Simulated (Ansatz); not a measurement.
Relaxation of CH6B2ClFSi (12 atoms, charge 0, multiplicity 1), to a largest force component of 0.02 eV/Å in at most 50 steps.

Level of theory: Ansatz, RKS PBE-D4/def2-SVP.

```xyz
12
Properties=species:S:1:pos:R:3
B -1.903 0.857 0.433
B -0.978 0.547 -0.869
Si 0.418 -0.756 -0.706
Cl -0.282 -2.592 -0.121
C 1.690 -0.196 0.569
F 1.073 -0.079 1.819
H -2.794 1.696 0.307
H -1.749 0.376 1.451
H -1.431 -0.133 0.027
H 1.132 -0.903 -1.964
H 2.079 0.804 0.318
H 2.539 -0.912 0.661
```

Task: Where does it end, and by what steps?

Result: The run converged. After 18 steps the energy has fallen by 3.369 eV; H9 moved furthest, 1.04 Å. Joined: B2–H8 (2.45 → 1.35 Å).

```tsv
step	energy less start (eV)	largest force component (eV/Å)	accepted
0	0.0000	4.741	yes
1	-1.6329	2.390	yes
2	-2.3072	0.996	yes
3	-2.6201	0.615	yes
4	-2.7975	0.666	yes
5	-2.8950	0.515	yes
6	-3.0251	1.255	yes
7	-3.2003	0.661	yes
8	-3.2941	0.735	yes
9	-3.3401	0.402	yes
10	-3.3473	0.247	yes
11	-3.3547	0.234	yes
12	-3.3632	0.163	yes
13	-3.3651	0.116	yes
14	-3.3670	0.092	yes
15	-3.3684	0.039	yes
16	-3.3686	0.128	yes
17	-3.3691	0.031	yes
18	-3.3691	0.008	yes
```

```xyz
12
Properties=species:S:1:pos:R:3
B -2.203 1.206 0.172
B -1.038 0.336 -0.161
Si 0.523 -0.816 -0.533
Cl 0.089 -2.833 -0.157
C 1.930 -0.264 0.633
F 1.412 -0.098 1.919
H -3.206 1.769 0.502
H -1.522 0.425 1.094
H -2.292 0.012 -0.529
H 0.991 -0.721 -1.958
H 2.356 0.705 0.281
H 2.755 -1.011 0.661
```

The run took 44 s on 2 threads of Intel(R) Xeon(R) CPU @ 2.80GHz (Skylake/Cascade Lake), on a shared host, peak memory 0.21 GiB.
